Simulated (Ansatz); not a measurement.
H3BNO, SMILES `N[B-]O` (lower singlet; N–B–O–H torsion 0°) (charge -1, multiplicity 1). This singlet lies 0.75 eV below the relaxed triplet at the level frozen-core CCSD(T)/aug-cc-pVTZ // B3LYP-D3(BJ)/def2-TZVPD (Ansatz, a first-principles code).

Cartesian coordinates (Å):
SMILES: N[B-]O
```xyz
6

N     -0.8170     0.1081     0.0738
B      0.3842     0.8359     0.3206
O      1.5647     0.1737     0.0113
H     -0.8045    -0.8505    -0.3112
H     -1.7341     0.4706     0.2536
H      1.4066    -0.7378    -0.3481
```
Charge -1, spin multiplicity 1.

The restricted HF start is unstable towards unrestricted orbitals.

### Question
Give the natural occupations of the active orbitals, the CASSCF energy and the corrected energy for Ansatz with frozen-core fic-MRCISD+Q@CASSCF(6e,6o)/aug-cc-pVTZ // B3LYP-D3(BJ)/def2-TZVPD.

### Answer

| Item | Value |
|---|---|
| natural occupations | 1.98, 1.98, 1.98, 0.03, 0.02, 0.02 |
| CASSCF energy | -155.8863 Ha |
| corrected energy | -156.4068 Ha |
| weight of the reference | 0.888 |
